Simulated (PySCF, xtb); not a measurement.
Cd(Me)(SiH3) (CH₆CdSi), SMILES [Cd]([SiH3])[CH3].

GFN2-xTB in xtb at its own geometry gives an orbital gap of 3.67 eV and a dipole moment of 0.51 D.

Geometry optimised at PBE0-D3(BJ)/def2-SVP. The structure was generated by enumeration; whether it is a known compound was not checked. The def2 effective core potentials stand for the cores of Cd; spin–orbit coupling is left out.

Problem. What does PBE/def2-TZVPD in PySCF give? (The exact figures need the calculation; the answer reports its results.)

Solution. gap 4.31 eV (levels -5.82 and -1.51 eV), dipole 0.95 D.
